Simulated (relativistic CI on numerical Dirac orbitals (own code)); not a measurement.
# Judd-Ofelt analysis for Nd3+

These numbers are calculated, not measured: Dirac-Coulomb-Breit CI, KLI orbitals optimised for each configuration, model QED (radiative potential, 1s self-energy scaled to tabulated hydrogen-like ionisation energies), valence Slater integrals scaled by 0.75 (own radial code, finite nucleus).

Configuration 4f³ alone, in intermediate coupling. Take Ω₂ = 6.91, Ω₄ = 5.09, Ω₆ = 4.91 (10⁻²⁰ cm²) and refractive index n = 1.8 as given. A_ED = 64π⁴e²ν³ n(n² + 2)²/[27h(2J + 1)] Σ Ω_λ |U^λ|², in Gaussian units with ν in cm⁻¹, and A_MD is n³ times the free-ion magnetic-dipole rate; a dash marks a rate that is forbidden or under 2 % of the level's free-ion decay.

Emitting level ²H°9/2 at 11467 cm⁻¹ (radiative decay alone: multiphonon quenching in a host is left out, and the level can lie too high or too low):

| To | ν (cm⁻¹) | U² squared | U⁴ squared | U⁶ squared | Free-ion A(M1) (s⁻¹) |
| --- | --- | --- | --- | --- | --- |
| ⁴I°9/2 | 11467 | 0.0112 | 0.0099 | 0.1035 | 1.18 |
| ⁴I°11/2 | 9609 | 0.0015 | 0.0001 | 0.0024 | 0.712 |
| ⁴I°13/2 | 7656 | 0.0304 | 0.0006 | 0.0549 | - |
| ⁴I°15/2 | 5651 | 0.0000 | 0.1204 | 0.0350 | - |

Question: Give the rates, branching ratios and the radiative lifetime.

Answer: The rates are:

| To | λ (nm) | A_ED (s⁻¹) | A_MD (s⁻¹) | β (%) |
| --- | --- | --- | --- | --- |
| ⁴I°9/2 | 872 | 381 | 6.91 | 71.5 |
| ⁴I°11/2 | 1041 | 8.1 | 4.15 | 2.3 |
| ⁴I°13/2 | 1306 | 86.1 | 0 | 15.9 |
| ⁴I°15/2 | 1770 | 56.3 | 0 | 10.4 |

τ_rad = 1.84e-03 s. Computed level positions enter as ν³, so measured ones would change the rates. For the strongest line (872 nm) and an assumed effective width Δλ = 23 nm (300 cm⁻¹), the Füchtbauer-Ladenburg formula σ = λ⁴A/(8πcn²Δλ) gives a peak emission cross-section of 0.4 × 10⁻²⁰ cm².
